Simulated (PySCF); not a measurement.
## Correlation energy of Te²⁺ (tellurium, charge +2)

[Kr] 4d10 5s1 5p3, high-spin 5S determinant (an excited configuration). Computed with PySCF 2.14 in aug-cc-pVDZ-PP with ECP28MDF (5s4p3d, 32 functions), with scalar relativity through the core potential. Frozen: 4s2 4p6 4d10; 4 electrons correlated.

```
  level  correlation energy (mhartree)
   CCSD                         -16.02
    (T)                          -0.04
CCSD(T)                         -16.06
  CCSDT                         -16.07
    FCI                         -16.07
```

Diagnostics: T1 = 0.0017, D1 = 0.0025, largest double amplitude 0.038, weight of the Hartree-Fock determinant in FCI 0.9885 (8855 determinants).

Cost of the coupled-cluster step: roughly 0.11 core-seconds, for 4 correlated electrons.

Iterations:

```
CC2 = 0
CCSD nocc = (np.int64(4), np.int64(0)), nmo = (23, 23)
frozen orbitals [[0, 1, 2, 3, 4, 5, 6, 7, 8], [0, 1, 2, 3, 4, 5, 6, 7, 8]]
max_cycle = 100
direct = 0
conv_tol = 1e-08
conv_tol_normt = 1e-06
diis_space = 8
diis_start_cycle = 0
Init t2, MP2 energy = -0.0118711728590652
Init E_corr(UCCSD) = -0.011871172860334
cycle = 1  E_corr(UCCSD) = -0.0149394747432958  dE = -0.00306830188  norm(t1,t2) = 0.0210913
cycle = 2  E_corr(UCCSD) = -0.0157333031937222  dE = -0.00079382845  norm(t1,t2) = 0.00571743
cycle = 3  E_corr(UCCSD) = -0.0160191911740216  dE = -0.00028588798  norm(t1,t2) = 0.00157882
cycle = 4  E_corr(UCCSD) = -0.0160165348403845  dE = 2.65633364e-06  norm(t1,t2) = 6.83746e-05
cycle = 5  E_corr(UCCSD) = -0.0160166825394308  dE = -1.47699046e-07  norm(t1,t2) = 3.09796e-06
cycle = 6  E_corr(UCCSD) = -0.0160166645875295  dE = 1.79519013e-08  norm(t1,t2) = 3.44247e-07
cycle = 7  E_corr(UCCSD) = -0.0160166672099458  dE = -2.62241632e-09  norm(t1,t2) = 3.29775e-08
UCCSD converged
E(UCCSD) = -265.8586559112152  E_corr = -0.01601666720994582
UCCSD(T) correction = -3.98103109528971e-05
```
